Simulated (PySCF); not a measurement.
Positional isomers: propene hydroxy+silyl. Gas-phase values, no solvent. One relaxed conformer stands for each flexible species; it need not be the lowest. Strings in code marks are SMILES.

These are PBE-D3(BJ)/def2-TZVP // PBE0-D3(BJ)/def2-TZVP in PySCF 2.14.0 values and carry that method's errors. Excitations are Tamm–Dancoff values on a coarser integration grid. The basis has no diffuse functions, so Rydberg states are missing or too high.

| species | S1–T1 gap (TDA) (eV) | S1 oscillator strength | brightest of the four lowest singlets (TDA) (eV) | S1 excitation (TDA) (eV) |
|---|---|---|---|---|
| `OC(=C)C[SiH3]` (C–C–O–H torsion 0°, O–C–C–Si torsion -69°) | 0.98 | … | – | 5.27 |
| `C=C([SiH3])CO` (Si–C–C–O torsion -45°, C–C–O–H torsion -59°) | 0.85 | … | – | 5.08 |
| `[SiH3]/C=C(\O)C` (C–C–O–H torsion 180°) | … | 0.000 | 6.21 | 5.28 |
| `C/C(O)=C\[SiH3]` (C–C–O–H torsion 180°) | 1.32 | 0.000 | 6.05 | … |
| `C/C([SiH3])=C/O` (C–C–O–H torsion 180°) | 1.29 | … | 6.02 | 5.22 |
| `O/C=C(/[SiH3])C` (C–C–O–H torsion 180°) | … | 0.000 | … | 5.22 |
| `C/C=C(/O)[SiH3]` (Si–C–O–H torsion 180°) | 1.63 | 0.000 | 5.80 | 5.44 |
| `C/C=C(\O)[SiH3]` (Si–C–O–H torsion 180°) | 1.21 | 0.000 | … | 5.25 |
| `O/C=C/C[SiH3]` (H–O–C–C torsion -1°, C–C–C–Si torsion -111°) | … | 0.016 | 5.98 | 5.21 |
| `C(/C[SiH3])=C/O` (H–O–C–C torsion 4°, C–C–C–Si torsion -89°) | … | 0.008 | 6.19 | … |
| `OC/C=C/[SiH3]` (H–O–C–C torsion 58°, O–C–C–C torsion -126°) | 0.81 | 0.037 | 6.66 | 5.03 |
| `C(O)/C=C\[SiH3]` (H–O–C–C torsion 73°, O–C–C–C torsion 8°) | 1.09 | 0.009 | 6.14 | 5.26 |

Q: Fill in the missing entries.

A: 
- `OC(=C)C[SiH3]` (C–C–O–H torsion 0°, O–C–C–Si torsion -69°), S1 oscillator strength: 0.004
- `C=C([SiH3])CO` (Si–C–C–O torsion -45°, C–C–O–H torsion -59°), S1 oscillator strength: 0.015
- `[SiH3]/C=C(\O)C` (C–C–O–H torsion 180°), S1–T1 gap (TDA) (eV): 1.25
- `C/C(O)=C\[SiH3]` (C–C–O–H torsion 180°), S1 excitation (TDA) (eV): 5.30
- `C/C([SiH3])=C/O` (C–C–O–H torsion 180°), S1 oscillator strength: 0.000
- `O/C=C(/[SiH3])C` (C–C–O–H torsion 180°), S1–T1 gap (TDA) (eV): 1.04
- `O/C=C(/[SiH3])C` (C–C–O–H torsion 180°), brightest of the four lowest singlets (TDA) (eV): 6.69
- `C/C=C(\O)[SiH3]` (Si–C–O–H torsion 180°), brightest of the four lowest singlets (TDA) (eV): 6.26
- `O/C=C/C[SiH3]` (H–O–C–C torsion -1°, C–C–C–Si torsion -111°), S1–T1 gap (TDA) (eV): 1.11
- `C(/C[SiH3])=C/O` (H–O–C–C torsion 4°, C–C–C–Si torsion -89°), S1–T1 gap (TDA) (eV): 0.55
- `C(/C[SiH3])=C/O` (H–O–C–C torsion 4°, C–C–C–Si torsion -89°), S1 excitation (TDA) (eV): 4.76
